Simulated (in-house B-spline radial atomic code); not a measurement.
Values are calculated unless marked as measured or tabulated.
Making a Troullier-Martins p channel for Ru, r_c = 0.99 bohr

Ru, [Kr] 4d7 5s1, non-relativistic PBE, spherical and spin-unpolarised, from a B-spline radial code for spherical atoms (atomic units). The all-electron 4p level is ε = -1.663592 hartree, its outermost node lies just inside 0.51 bohr and its outer maximum at 0.99 bohr.

Inside r_c the pseudo-orbital is u(r) = r^2 exp(p(r)), with p = c0 + c2 r² + c4 r⁴ + … + c12 r¹². The seven coefficients follow from p and its first four derivatives at r_c, from zero curvature of the screened potential at the origin, c4 = −c2²/(2l + 5), and from the norm inside r_c. At r_c the all-electron orbital has P = 1.067776, P' = 0.01943281, the screened potential V = -5.324666, V' = 12.58421, V'' = -36.22415, and the norm inside is Q = 0.3772681.

Problem. What are p, p' and p'' at r_c?

Solution. p = ln(P/r_c^2) = ln(1.067776/0.9801) = 0.08568. p' = P'/P − 2/r_c = 0.01820 − 2.02020 = -2.00200. The radial equation gives p'' = 2(V − ε) − 2(2) p'/r_c − p'² = -7.32215 − (-8.08890) − 4.00802 = -3.24126. Differentiating, p''' = 2V' + 2(2)p'/r_c² − 2(2)p''/r_c − 2p'p'' = 17.116, and p'''' = 2V'' − 4(2)p'/r_c³ + 4(2)p''/r_c² − 2(2)p'''/r_c − 2p''² − 2p'p''' = -104.03.

For a trial c2 the five matching conditions are linear in c0, c6, c8, c10 and c12, and c2 is varied until the norm inside r_c equals Q. The root nearest zero gives:

| n | c_n |
| --- | --- |
| 0 | 0.6457598 |
| 2 | -0.2463942 |
| 4 | -0.00867287 |
| 6 | 0.1470738 |
| 8 | -1.675563 |
| 10 | 1.711793 |
| 12 | -0.5084972 |

Problem. Check c4 and p(r_c), and find the screened pseudopotential at the origin.

Solution. −c2²/7 = -0.00867287, as listed. The terms c_n r_c^n are 0.64576, -0.24149, -0.00833, 0.13847, -1.54612, 1.54811, -0.45072, which sum to 0.08568. Inverting the radial equation, V_l(r) = ε + 2 p'/r + (p'' + p'²)/2, so V_l(0) = ε + (2l + 3) c2 = -1.663592 + 5 × (-0.246394) = -2.8956 hartree, finite where the all-electron potential diverges.

Orbitals and screened potentials:

| r (bohr) | P | u | V all-electron | V pseudo |
| --- | --- | --- | --- | --- |
| 0.099 | 0.3203 | 0.01865 | -299.6 | -2.895 |
| 0.248 | -0.4954 | 0.1155 | -77.1 | -2.896 |
| 0.396 | -0.3863 | 0.2876 | -34.24 | -3.017 |
| 0.544 | 0.2056 | 0.5215 | -18.78 | -3.681 |
| 0.693 | 0.7142 | 0.784 | -11.45 | -5.197 |
| 0.842 | 0.9906 | 0.9939 | -7.663 | -6.415 |
| 0.99 | 1.068 | 1.068 | -5.325 | -5.325 |

Logarithmic derivatives P'/P at R = 1.29 bohr, for energies E around ε:

```csv
E − ε (hartree),all-electron,pseudo
-0.5,-0.227514,-0.229165
-0.25,-0.562963,-0.563495
-0.1,-0.787653,-0.787785
0,-0.948979,-0.949025
0.1,-1.12075,-1.12091
0.25,-1.40077,-1.40159
0.5,-1.94041,-1.94445
```

Problem. With P(R) = 0.9062225 and a norm of 0.6831084 inside R, what slope in energy does norm conservation fix?

Solution. d(P'/P)/dE = −2 × (norm inside R)/P(R)² = -1.6636 per hartree·bohr at E = ε, for both atoms, since orbital and norm agree at R. Differences over ±0.1 hartree give -1.6655 (all-electron) and -1.6656 (pseudo), which also hold third-order terms. Half a hartree below ε the two curves differ by -0.0017.
